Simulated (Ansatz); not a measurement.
C$_{2}$H$_{6}$N (SMILES C[N-]C), charge -1, singlet, geometry from GFN2-xTB (a gas-phase anion, which may not be bound at this level); WB97X/6-31G* (Ansatz, a program for electronic structure).

Input for Ansatz:
Ansatz 0.2 input:
```yaml
crystal:
  periodic: [false, false, false]
  atoms:
    - {symbol: C, position_ang: [-0.00450711, -0.16012117, 1.14423294]}
    - {symbol: N, position_ang: [0.05359214, 0.63577940, -0.00002007]}
    - {symbol: C, position_ang: [-0.02236646, -0.15868797, -1.14422288]}
    - {symbol: H, position_ang: [0.82977693, -0.94369191, 1.23989698]}
    - {symbol: H, position_ang: [0.05529176, 0.46516035, 2.04681331]}
    - {symbol: H, position_ang: [-0.95658511, -0.79311257, 1.25393224]}
    - {symbol: H, position_ang: [0.81031525, -0.94213013, -1.25387748]}
    - {symbol: H, position_ang: [0.02334443, 0.46772410, -2.04684276]}
    - {symbol: H, position_ang: [-0.97604679, -0.79155078, -1.23984221]}
basis:
  gaussian:
    orbitals: 6-31G*
hamiltonian:
  xc: {name: wB97X}
total_charge: -1
accuracy: high
```

Output, abridged:

```
Functional definition: wB97X
1368 factors; integrals over basis functions are off by at most 3.2e-9 eV
259 factors; integrals over basis functions are off by at most 2.1e-9 eV
mean field evaluation 1: about -3657.3805 eV, gradient 2.4e1 eV
mean field evaluation 2: about -3657.6582 eV, gradient 2.2e1 eV
mean field evaluation 4: about -3658.6287 eV, gradient 3.3e-1 eV
mean field evaluation 8: about -3658.6270 eV, gradient 4.3e-2 eV
mean field evaluation 16: about -3658.6271 eV, gradient 2.0e-6 eV
mean field -3658.62705525 eV, -134.4520643739 hartree, gradient 3.1e-8 eV, S^2 0.000000; 0 other end points of the search recorded, 0 dependent functions left out
reference -3658.62705328 eV, -134.4520643016 hartree; 13, 13 occupied and 44, 44 virtual orbitals, 1368 factors
Total energy: -3658.62705328 eV, -134.4520643016 hartree
```
